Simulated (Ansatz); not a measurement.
`O[SiH](F)F` + `BN` → `BN[SiH](F)F` + H₂O at 298.15 K and 1 bar (ligand exchange at the Si–O bond).

Computed with Ansatz on PBE0-D4/def2-TZVP structures; ΔE is electronic, products minus reactants. CCSD(T)/CBS adds triple-zeta CCSD(T) − MP2 to the extrapolated MP2 energy (def2 sets, frozen cores). This one scheme is used for every species. One conformer a species, not always the lowest.

| species | CCSD(T)/CBS energy (Eh) | H − E (kJ/mol) | S (J/(mol·K)) |
| --- | --- | --- | --- |
| `O[SiH](F)F` | -565.23707 | 91.8 | 297.2 |
| `BN` | -81.93499 | 137.2 | 228.1 |
| `BN[SiH](F)F` | -570.77155 | 160.8 | 335.9 |
| H₂O | -76.37941 | 66.4 | 188.7 |

H − E and S are ideal-gas, rigid-rotor, harmonic terms from PBE0-D4/def2-TZVP, for one conformer and one mirror image of each species. 1 Eh = 2625.50 kJ/mol, R = 8.31446 J/(mol·K).

By hand: ΔE, ΔH, ΔS and ΔG.

ΔE = (-570.77155) + (-76.37941) − (-565.23707) − (-81.93499) = 0.02110 Eh = 55.4 kJ/mol. Δ(H − E) = 160.8 + 66.4 − 91.8 − 137.2 = -1.8, so ΔH = 53.6 kJ/mol. ΔS = 335.9 + 188.7 − 297.2 − 228.1 = -0.7 J/(mol·K). ΔG = 53.6 − 298.15 × (-0.7)/1000 = 53.8 kJ/mol.

By hand: the equilibrium constant, and the temperature at which ΔG would vanish if ΔH and ΔS stayed fixed.

log₁₀ K = −ΔG/(RT ln 10) = -9.4. ΔH and −TΔS have one sign here, so there is no such temperature. One of them is within its doubt of zero, so this could turn.

The number of gas molecules stays the same, so ΔS is small and ΔH decides. A doubt of 5 kJ/mol in ΔE shifts log₁₀ K by 0.9 here. Other conformers and mirror images would add mixing entropy, several J/(mol·K) or more a flexible species. Modes under 60 cm⁻¹, often nearly free rotors, make the harmonic entropy too high. These are equilibria of isolated gas molecules and say nothing of rates. Largest T1 diagnostic: 0.012 (customary marks: 0.02 for closed shells, 0.045 for open ones).
